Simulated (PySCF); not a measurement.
Checking a proposed structure

A compound C$_{7}$H$_{9}$N gives the data below (simulated from a calculation) and was assigned the structure `CCc1ccccn1`.

13C{1H} NMR (computed): δ 155.4 (CH), 153.2 (CH), 145.5 (C), 140.9 (CH), 128.3 (CH), 32.1 (CH2), 22.5 (CH3).

1H NMR (400 MHz, computed): δ 8.85 (s, 1H), 8.83 (d, 1H), 7.72 (d, 1H), 7.37 (m, 1H), 2.63 (q, 2H), 1.22 (t, 3H).

PySCF 2.14.0 with density-fitted response routines calculation with coordinates at the GFN2-xTB level and GIAO PBE0/pcSseg-1 shieldings; relativity neglected, one computed conformer, isolated molecule, equivalent nuclei averaged.

References, each an isolated molecule treated in the same way: TMS for 1H (31.72 ppm), 13C (186.93 ppm).

Question: Compare with the shifts computed for the proposed structure, pairing carbons in order of shift.

Answer: Structure with atom numbers: `[CH3:1][CH2:2][c:3]1[cH:4][cH:5][cH:6][cH:7][n:8]1`. Hydrogens are named by the atom that carries them.

| atom | computed for proposal | given list | difference |
| --- | --- | --- | --- |
| C3 | 171.1 | 155.4 | +15.7 |
| C7 | 155.5 | 153.2 | +2.3 |
| C5 | 142.2 | 145.5 | -3.3 |
| C4 | 126.7 | 140.9 | -14.2 |
| C6 | 125.4 | 128.3 | -2.9 |
| C2 | 37.9 | 32.1 | +5.8 |
| C1 | 20.3 | 22.5 | -2.2 |

The rms difference is 8.5 ppm and the largest +15.7 ppm at C3 (substituted aromatic carbon next to a ring nitrogen). The carbon types in order of shift don't match either: C, CH, CH, CH, CH, CH2, CH3 for the proposal against CH, CH, C, CH, CH, CH2, CH3 in the data. The proposal doesn't fit.

Question: Which isomer fits?

Answer: `CCc1cccnc1`.

- Carbon types of the structure: 1 × C, 4 × CH, 1 × CH2, 1 × CH3, which accounts for all hydrogens.
- δC 155.4, 153.2: aromatic CH next to a ring nitrogen; the adjacent pyridine-type nitrogen withdraws density from it.
- δC 145.5: substituted aromatic carbon.
- δC 140.9, 128.3: aromatic CH.
- δH 8.85, 8.83: hydrogen on an aromatic CH next to a ring nitrogen; ring current plus the neighbouring ring nitrogen.

The data come from this structure; uniqueness wasn't tested.

Shifts are as computed. Against solution values, carbons near 30 ppm lie about +3 ppm off and those near 130 ppm about +5 ppm. Of 246 compounds with measured shifts, 49 miss one by over three times the rms of a fit or turn the order of signals round; such compounds aren't used in these exercises. Multiplicities follow the n + 1 count of equivalent neighbours, as no J values were calculated; m marks all less simple cases, F and P coupling included.
